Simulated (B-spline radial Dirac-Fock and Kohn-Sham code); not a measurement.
Z = 30 (zinc), transition energy 1000 keV. Level of theory: a Dirac-Hartree-Slater potential of the neutral atom with a Latter tail (no hole, which puts coefficients of high multipoles low close above an edge), finite nucleus with surface currents; an atomic code on a B-spline grid. Subshells that would emit electrons below 1 keV are left out.

Question: A pure transition shows α(K) = 0.000225, L1/L2 = 114 and L1/L3 = 159. What is its multipolarity?
A. E3
B. E4
C. M1
D. E2
E. M2
F. M4
G. E1
H. M3

Answer: C. For comparison, α(K), L1/L2, L1/L3 are E1 0.000115, 165, 73.1; E2 0.000265, 74.2, 68.7; E3 0.000553, 36.1, 56.0; E4 0.00111, 20.5, 42.4; M2 0.000513, 68.2, 174; M3 0.00107, 45.3, 110; M4 0.00217, 32.3, 60.3.

Values without a named source are computed, but for edge energies of neutral atoms, which are taken from tables.
